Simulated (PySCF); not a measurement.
CH3OS, SMILES O=[S]C (connectivity only; charge and spin as stated), charge -1, multiplicity 1.

Geometry optimised at PBE-D3(BJ)/def2-SVPD. The spin state was assumed, not searched. The isomer is the one that the SMILES or the coordinates give; other isomers of the formula were not compared.

Method: PBE-D3(BJ)/def2-SVPD (PySCF).

Frequencies are harmonic and unscaled.

```json
[
 {"mode": "1", "ν (cm⁻¹)": "206", "IR (km/mol)": "0.0", "moving atoms (share of kinetic energy)": "H 88 %"},
 {"mode": "2", "ν (cm⁻¹)": "273", "IR (km/mol)": "2.1", "moving atoms (share of kinetic energy)": "O 41 %, H 23 %, C 19 %, S 17 %"},
 {"mode": "3", "ν (cm⁻¹)": "606", "IR (km/mol)": "10.2", "moving atoms (share of kinetic energy)": "C 52 %, S 29 %, H 18 %"},
 {"mode": "4", "ν (cm⁻¹)": "826", "IR (km/mol)": "133.6", "moving atoms (share of kinetic energy)": "O 56 %, S 21 %, H 17 %"},
 {"mode": "5", "ν (cm⁻¹)": "867", "IR (km/mol)": "8.2", "moving atoms (share of kinetic energy)": "H 83 %, C 14 %"},
 {"mode": "6", "ν (cm⁻¹)": "888", "IR (km/mol)": "36.5", "moving atoms (share of kinetic energy)": "H 49 %, S 20 %, C 17 %, O 14 %"},
 {"mode": "7", "ν (cm⁻¹)": "1187", "IR (km/mol)": "5.8", "moving atoms (share of kinetic energy)": "H 84 %, C 16 %"},
 {"mode": "8", "ν (cm⁻¹)": "1329", "IR (km/mol)": "0.6", "moving atoms (share of kinetic energy)": "H 95 %"},
 {"mode": "9", "ν (cm⁻¹)": "1385", "IR (km/mol)": "9.2", "moving atoms (share of kinetic energy)": "H 95 %"},
 {"mode": "10", "ν (cm⁻¹)": "2879", "IR (km/mol)": "161.0", "moving atoms (share of kinetic energy)": "H 98 %"},
 {"mode": "11", "ν (cm⁻¹)": "2947", "IR (km/mol)": "37.0", "moving atoms (share of kinetic energy)": "H 90 %, C 10 %"},
 {"mode": "12", "ν (cm⁻¹)": "2996", "IR (km/mol)": "64.8", "moving atoms (share of kinetic energy)": "H 91 %, C 9 %"}
]
```
